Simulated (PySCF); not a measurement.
Se³⁺ (selenium, charge +3) across methods

[Ar] 3d10 4s2 4p1, 2P determinant. Computed with PySCF 2.14 in aug-cc-pwCVTZ-PP with ECP10MDF (8s7p6d4f1g, 96 functions), with scalar relativity through the core potential.

```csv
method,E (hartree),mean ε 4s α (eV),mean ε 4s β (eV),mean ε 4p α (eV),Σ⟨r²⟩ (bohr²),⟨S²⟩
PBE,-370.8481,-49.658,-48.526,-36.905,18.13,0.751
r2SCAN0,-370.6937,-51.812,-50.086,-38.859,18.09,0.754
r2SCAN,-370.6954,-50.249,-48.886,-37.499,18.08,0.754
wB97X-V,-370.8218,-53.935,-52.436,-40.798,18.15,0.752
PBE0,-370.8070,-51.372,-49.797,-38.435,18.12,0.752
wB97X,-370.8967,-54.047,-52.744,-40.794,18.09,0.752
UHF,-369.64427,-55.586,-52.438,-42.287,18.25,0.758
LDA,-370.2816,-50.048,-49.043,-36.929,18.10,0.751
HSE06,-370.8012,-50.998,-49.533,-37.999,18.12,0.752
```

Energies and moments cover only the electrons outside the core potential.
